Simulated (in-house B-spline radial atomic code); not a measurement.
RPA and G0W0 on Hartree-Fock: the tellurium ion Te⁺

Configuration [Kr] 4d10 5s2 5p3, highest spin, mean-field start Hartree-Fock. Computed with an all-electron radial atomic-structure program (B-spline basis): all electrons, non-relativistic, point nucleus, each spin shell either full or empty, empty states to l = 9 with an (l + 1/2)⁻⁴ tail; G0W0 by contour deformation at full frequency.

Without relativity these are model numbers: it shifts the levels of so heavy an element strongly and can reorder them.

Command:
```bash
python run_gw.py task.json out
```
Settings (radii: box in bohr, nucleus in fm):
```
Z                        52
electrons                51
configuration            [Kr] 4d10 5s2 5p3
hamiltonian              nr
method                   hf
lmax                     9
spin_polarised           True
box_radius               23.78
intervals                55
```

Run time, properties included: 6.1 s on 1 thread of Arm Neoverse N1, with other jobs on the host.

Energies (hartree):

```
                                     term        value
                         mean-field total  -6611.50525
Hartree-Fock functional on these orbitals  -6611.50525
                      direct second order      -4.0056
                    second-order exchange       1.1098
                         SOSEX correction       1.0466
```

(1) What is the RPA correlation energy, and what remains with SOSEX?

Quasi-particle levels (eV):

```tsv
level	occupied	mean field	Σx - vxc	Σc	QP weight	G0W0
5p up	yes	-18.780	0.00	?	?	?
5s down	yes	-23.167	0.00	-1.94	0.950	-25.106
5p down	no	-7.158	0.00	-1.62	0.961	-8.778
```

G0W0 = mean field + (Σx - vxc) + Σc, with Σc (partial-wave tail included) taken at the quasi-particle energy. Only the outer levels were computed. Levels of low weight are left out.

(2) Where does G0W0 put 5p up?

Answers

(1) RPA gives -3.5909 hartree (-1.92 eV per electron); RPA + SOSEX gives -2.5443, and the second-order doubles (MP2) -2.8958 hartree. SOSEX takes back 29 % of the RPA value.

(2) At -19.333 eV, with Σc = -0.55 eV and a quasi-particle weight of 0.956. The tabulated removal energy is 18.6 ± 0.4 eV (NIST, measured); the calculation leaves out relativity, Breit and QED terms, and what these don't explain is the method's own error.
